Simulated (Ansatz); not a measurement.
PBE exchange is replaced step by step with exact exchange (0 % is PBE, 25 % PBE0; no dispersion term), basis def2-SVP, Ansatz. System: the cluster As₅⁺ (the lowest singlet isomer of a short search). Total charge 1; singlet. Geometry: PBE-D4/def2-SVP, each spin state at its own.

The relaxed triplet has other bonds than the singlet, so its gap is one between isomers. The relaxed quintet has other bonds than the singlet, so its gap is one between isomers.

Geometry of the singlet:

```xyz
5

As   -0.394   -0.699    1.585
As   -0.243    1.599    0.738
As   -1.302   -0.204   -0.785
As    1.045    0.802   -1.192
As    0.894   -1.497   -0.346
```

The structure comes from a short search, and lower isomers may exist.

```csv
exact exchange (%),HOMO (eV),LUMO (eV),gap (eV),triplet − singlet (kJ/mol),quintet − singlet (kJ/mol)
10,-11.18,-8.19,2.98,135.9,226.4
15,-11.37,-8.07,3.30,138.0,223.1
40,-12.35,-7.46,4.89,147.6,204.9
```
